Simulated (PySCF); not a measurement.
**How methods differ on the excitation energy of B(2+)**

B(2+) [He] 2s1 (2S) → B(2+) [He] 3d1 (2D), as a difference of total energies. All numbers are calculated (PySCF 2.14, the spin-free X2C one-electron Hamiltonian (Gaussian nucleus), in aug-cc-pVTZ-DK). The calculations carry no spin-orbit coupling.

```json
{"method": "UHF", "excitation energy (cm⁻¹)": "195800"}
{"method": "LDA", "excitation energy (cm⁻¹)": "192210"}
{"method": "PBE", "excitation energy (cm⁻¹)": "191330"}
{"method": "PBE0", "excitation energy (cm⁻¹)": "192710"}
{"method": "r2SCAN", "excitation energy (cm⁻¹)": "191270"}
{"method": "B97-3", "excitation energy (cm⁻¹)": "188810"}
{"method": "PBEsol", "excitation energy (cm⁻¹)": "190540"}
{"method": "M06-2X", "excitation energy (cm⁻¹)": "192860"}
{"method": "r2SCAN0", "excitation energy (cm⁻¹)": "192950"}
```

The promoted electron is Rydberg-like, and one or two diffuse shells describe it only roughly, which tends to raise the upper state.
